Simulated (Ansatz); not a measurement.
Ge2Se, relaxed as a triplet with UKS r2SCAN-D4/def2-TZVP in Ansatz, starting from the r2SCAN-D4/def2-TZVP geometry of the neutral singlet. Force threshold 0.02 eV/Å.

The relaxation made no stability test and no search for a lower SCF solution. At r2SCAN-D4/def2-TZVP a singlet of charge 0 lies 0.65 eV below the triplet, each at its own geometry. The structure comes from a short search, and lower isomers may exist.

Start:

```xyz
3

Ge    1.216   -0.762    0.035
Ge   -1.099   -0.244   -0.890
Se   -0.117    1.005    0.856
```

```csv
step,energy (eV),largest force component (eV/Å),SCF passes
1,-178385.5988,0.770,20
2,-178385.6693,0.052,24
3,-178385.6695,0.009,25
```

Force components are those of the run's own axes.

End:

```tsv
atom	x (Å)	y (Å)	z (Å)
Ge1	1.172	-0.777	-0.006
Ge2	-1.049	-0.280	-0.894
Se3	-0.123	1.057	0.900
```

By distances, no bond broke or formed. The bond that changes most is Ge1–Ge2, from 2.55 to 2.44 Å (atoms count from 1).

No frequencies were taken in this run, so the end may be a saddle point.

Hardware: 4 threads of Arm Neoverse V1 on a shared host. Wall time 11 s.
